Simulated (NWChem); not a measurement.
Total energies of H2B

SMILES: [BH2]
```xyz
3

B      0.0000     0.0000     0.1478
H      1.0882     0.0000    -0.3696
H     -1.0882     0.0000    -0.3696
```
Charge 0, spin multiplicity 2.

The numbers come from NWChem runs, not from measurements. All single points use one geometry, from UPBE0/def2-SVP, a minimum by its harmonic frequencies.

Basis set: def2-QZVP (117 functions).

```
method      total energy (Ha)  relative cost
----------  -----------------  -------------
UHF                 -25.76180              1
UMP2                -25.84932        under 3
UB2PLYP             -25.91018        under 3
UPBE                -25.88545        under 3
UB3LYP              -25.94845        under 3
UBHandHLYP          -25.92877        under 3
```

Total energies of different functionals aren't comparable as a measure of quality: only differences taken within one method are. Relative cost: rough, from shared machines, SCF included, UHF = 1.

The correlated methods keep 1 core orbital frozen. B3LYP has NWChem's definition, with VWN1-RPA local correlation. The structure started from a generated list of species. The unpaired electrons of the parent sit in orbitals of symmetry a1 (C2v labels of the run); other states weren't searched. No SCF solution was tested for a lower state. Open-shell Hartree-Fock references start from PBE0 orbitals; any time given for them includes that run.
